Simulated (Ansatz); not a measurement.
Z-matrix (Å, degrees):
```
Hf
Br 1 2.468
Br 1 2.468 2 109.5
Br 1 2.468 2 109.4 3 120.0
Br 1 2.468 2 109.5 3 -120.0
```

The species carries charge 0 and has multiplicity 1. Hf takes the def2 core potential.

(1) List the CAM-B3LYP/def2-TZVPP orbital energies in eV (the Gaussian-basis code of Ansatz). (Best estimate.)

Answers

(1) Computed: Occupied: -13141.37, -13141.37, -13141.37, -13141.37, -1702.88, -1702.87, -1702.87, -1702.87, -1534.60, -1534.60, -1534.60, -1534.60, -1534.58, -1534.58, -1534.58, -1534.58, -1534.58, -1534.58, -1534.58, -1534.58, -238.96, -238.96, -238.96, -238.96, -179.78, -179.78, -179.78, -179.78, -179.73, -179.73, -179.73, -179.73, -179.73, -179.73, -179.73, -179.73, -74.14, -74.14, -74.14, -74.14, -74.12, -74.12, -74.12, -74.12, -74.12, -74.12, -74.12, -74.12, -74.07, -74.07, -74.07, -74.07, -74.07, -74.07, -74.07, -74.07, -71.97, -40.18, -40.18, -40.18, -23.78, -23.42, -23.42, -23.42, -12.56, -11.68, -11.68, -11.68, -11.33, -11.33, -10.94, -10.94, -10.94, -10.17, -10.17, -10.17. Lowest empty: -1.31, -1.31, -0.74, -0.74, -0.74, 0.39, 3.25, 3.25.
